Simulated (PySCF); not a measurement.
Species: C7H13NO.
Numbering: `[CH2:1]=[N:2][C@@H:3]1[CH2:4][CH2:5][CH2:6][C@@H:7]1[O:8][CH3:9]` (hydrogens: H10, H11 on C1; H12 on C3; H13, H14 on C4; H15, H16 on C5; H17, H18 on C6; H19 on C7; H20, H21, H22 on C9)

Computed geometry: GFN2-xTB, gas phase.

Problem. What internal coordinates does the optimisation give?

Solution. 
```csv
bond,length (pm)
C1=N2,124.9
N2–C3,143.3
C3–C4,153.0
C4–C5,153.9
C5–C6,153.6
C6–C7,153.5
C7–O8,140.6
O8–C9,140.4
C3–C7,154.1
C1–H10,109.6
C1–H11,108.0
C3–H12,110.3
C4–H13,109.0
C4–H14,108.8
C5–H15,109.0
C5–H16,108.8
C6–H17,109.0
C6–H18,108.9
C7–H19,110.4
"C9–H20, C9–H21",109.2
C9–H22,109.8
```

Bonds in one row agree within 1 pm and their mean is given. A selection of angles:
```csv
angle,degrees
C1–N2–C3,120.0
N2–C3–C4,109.5
N2–C3–C7,108.6
C4–C3–C7,102.4
C3–C4–C5,105.3
C4–C5–C6,106.5
C5–C6–C7,105.2
C6–C7–O8,115.6
C3–C7–C6,103.1
C3–C7–O8,109.9
C7–O8–C9,114.0
```

Dihedral angles: C1–N2–C3–C4 -144° (anticlinal); N2–C3–C4–C5 -80° (synclinal); C3–C4–C5–C6 -15° (synperiplanar); C4–C5–C6–C7 -12° (synperiplanar); C5–C6–C7–O8 153° (antiperiplanar); C6–C7–O8–C9 71° (synclinal); N2–C3–C7–C6 74° (synclinal).

The 5-membered ring C3–C4–C5–C6–C7 has internal angles of 102.4° to 106.5°; it is puckered, 0.18 Å rms from its mean plane, widest ring torsion 42°. The C–N distances run from 1.249 Å (C1=N2, drawn double) to 1.433 Å (N2–C3, drawn single), a spread of 0.184 Å. O8 (ether oxygen) is bent (angle 114.0°). Of the pairs four or more bonds apart, H10···H12 is among the closest relative to their van der Waals radii: 2.30 Å, 96 % of the sum of Bondi's values.

Point group: C1 (no symmetry element, even within 0.4 Å). No frequency check. One conformer, not necessarily the lowest.
